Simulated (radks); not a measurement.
Problem. Neutral silver: order these configurations by energy. Method: non-relativistic Kohn-Sham, PBE, spin-polarised, spherical densities, point nucleus; computed with a radial shooting solver on a logarithmic mesh with Libxc functionals. Open shells are filled with parallel spins first. [Kr] 4d10 5p1; [Kr] 4d10 5s1; [Kr] 4d9 5s1 5p1; [Kr] 4d9 5s2.

Solution. From the lowest, in eV above it: [Kr] 4d10 5s1 0.000; [Kr] 4d10 5p1 3.437; [Kr] 4d9 5s2 5.117; [Kr] 4d9 5s1 5p1 8.377.
